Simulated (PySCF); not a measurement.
# Electron correlation in Ar⁺ (argon, charge +1)

[Ne] 3s2 3p5, 2P determinant. Computed with PySCF 2.14 in cc-pVDZ-DK, with the spin-free X2C one-electron Hamiltonian (Gaussian nucleus). Frozen: [Ne]; 7 electrons correlated.

MP2 pair energies summed by pair of shells (mhartree):

| pair | energy | share (%) |
| --- | --- | --- |
| 3p-3p | -76.54 | 68.0 |
| 3s-3p | -29.30 | 26.0 |
| 3s-3s | -6.71 | 6.0 |

Total MP2 correlation energy: -112.55 mhartree.

Same-spin part -28.42 and opposite-spin part -84.13 mhartree; SCS-MP2 scales them by 1/3 and 6/5 to -110.42 mhartree.

```
  level  correlation energy (mhartree)
   CCSD                        -129.22
    (T)                          -1.10
CCSD(T)                        -130.32
```

Diagnostics: T1 = 0.0044, D1 = 0.0160, largest double amplitude 0.048.

Cost of the coupled-cluster step: 0.08 s of wall time on 1 thread of Neoverse-V2 (shared host), for 7 correlated electrons.

Iterations:

```
CC2 = 0
CCSD nocc = (np.int64(4), np.int64(3)), nmo = (13, 13)
frozen orbitals [[0, 1, 2, 3, 4], [0, 1, 2, 3, 4]]
max_cycle = 100
direct = 0
conv_tol = 1e-08
conv_tol_normt = 1e-06
diis_space = 8
diis_start_cycle = 0
Init t2, MP2 energy = -0.112546935999601
Init E_corr(UCCSD) = -0.112546936001011
cycle = 1  E_corr(UCCSD) = -0.126061901323112  dE = -0.0135149653  norm(t1,t2) = 0.028115
cycle = 2  E_corr(UCCSD) = -0.128321092398203  dE = -0.00225919108  norm(t1,t2) = 0.0084177
cycle = 3  E_corr(UCCSD) = -0.129237958078186  dE = -0.00091686568  norm(t1,t2) = 0.00305831
cycle = 4  E_corr(UCCSD) = -0.129220237775589  dE = 1.77203026e-05  norm(t1,t2) = 0.000267939
cycle = 5  E_corr(UCCSD) = -0.129222578309046  dE = -2.34053346e-06  norm(t1,t2) = 6.33484e-05
cycle = 6  E_corr(UCCSD) = -0.129222302234155  dE = 2.76074891e-07  norm(t1,t2) = 1.27334e-05
cycle = 7  E_corr(UCCSD) = -0.129222358314511  dE = -5.60803559e-08  norm(t1,t2) = 1.87532e-06
cycle = 8  E_corr(UCCSD) = -0.129222343990335  dE = 1.43241765e-08  norm(t1,t2) = 2.6239e-07
cycle = 9  E_corr(UCCSD) = -0.129222345353755  dE = -1.36342027e-09  norm(t1,t2) = 3.84875e-08
UCCSD converged
E(UCCSD) = -528.1965329585242  E_corr = -0.1292223453537551
UCCSD(T) correction = -0.00109549009294635
```
